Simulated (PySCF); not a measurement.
W(O)2(Cl)(OH) (ClHO3W), SMILES [O]=[W](=[O])([OH])[Cl], multiplicity 1.

Coordinates come from a B3LYP-D3(BJ)/def2-SVP optimisation. A frequency run showed that this geometry is not a minimum. The spin state was assumed, not searched. The structure was generated by enumeration; whether it is a known compound was not checked. The def2 effective core potentials stand for the cores of W; spin–orbit coupling is left out. The values are those of a single conformer.

The numbers are results of PBE/def2-TZVP (PySCF), not measurements.

The molecule is in vacuum.

```
Property                                                                                                        Result
---------------------------------------------------------------------------------------------  -----------------------
total energy                                                                                        -753.55150 hartree
point group                                                                                                         Cs
highest occupied level                                                                                        -7.67 eV
lowest empty level                                                                                            -3.28 eV
orbital gap                                                                                                    4.39 eV
dipole moment                                                                                                   3.06 D
quadrupole, principal values (traceless, Buckingham form, about the centre of nuclear charge)  -6.79, -6.04, 12.82 D·Å
mean static polarisability                                                                        58.9 bohr³ (8.73 Å³)
polarisability, principal values                                                                53.7, 54.4, 68.7 bohr³
```
